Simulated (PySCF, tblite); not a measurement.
Isomers of C2H7FSi2, one GFN2-xTB conformer each. Single-point energies are computed at PBE0/pcSseg-1 (PySCF, gas phase, no added dispersion term), electronic only.

```
            SMILES  GFN2-xTB relative energy (kcal/mol)
F[SiH2]/C=C/[SiH3]                                  0.0
C=C([SiH3])[SiH2]F                                  0.7
```

Conformers: `[F:1][SiH2:2]/[CH:3]=[CH:4]/[SiH3:5]` with F1–Si2–C3–C4 0°; `[CH2:1]=[C:2]([SiH3:3])[SiH2:4][F:5]` with C1–C2–Si4–F5 -152°.

Task: What does PBE0/pcSseg-1 give for the same structures?

Result: 
```csv
SMILES,PBE0/pcSseg-1 E (Eh),PBE0/pcSseg-1 (kcal/mol),GFN2-xTB (kcal/mol),point group
C=C([SiH3])[SiH2]F,-758.79508,0.0,0.7,C1
F[SiH2]/C=C/[SiH3],-758.79451,0.4,0.0,Cs
```

GFN2-xTB puts F[SiH2]/C=C/[SiH3] lowest instead. Neighbours under 2.5 kcal/mol apart (C=C([SiH3])[SiH2]F and F[SiH2]/C=C/[SiH3]) can change places with a better method, another conformer or zero-point energy.

Task: Which frontier levels, dipoles and rotational constants go with these structures?

Result: 
```
            SMILES  HOMO (eV, PBE0/pcSseg-1)  LUMO (eV)  dipole (D)     A, B, C (MHz)
C=C([SiH3])[SiH2]F                     -8.31      -1.00        2.19  4079, 2184, 1504
F[SiH2]/C=C/[SiH3]                     -8.21      -0.96        1.61  9702, 1103, 1014
```

Task: What happens when harmonic zero-point energies from GFN2-xTB frequencies are added?

Result: 
| SMILES | ZPE (kcal/mol) | electronic (kcal/mol) | with ZPE (kcal/mol) |
| --- | --- | --- | --- |
| C=C([SiH3])[SiH2]F | 46.5 | 0.0 | 0.0 |
| F[SiH2]/C=C/[SiH3] | 46.5 | 0.4 | 0.4 |

The zero-point energies span 0.0 kcal/mol. The order is unchanged.
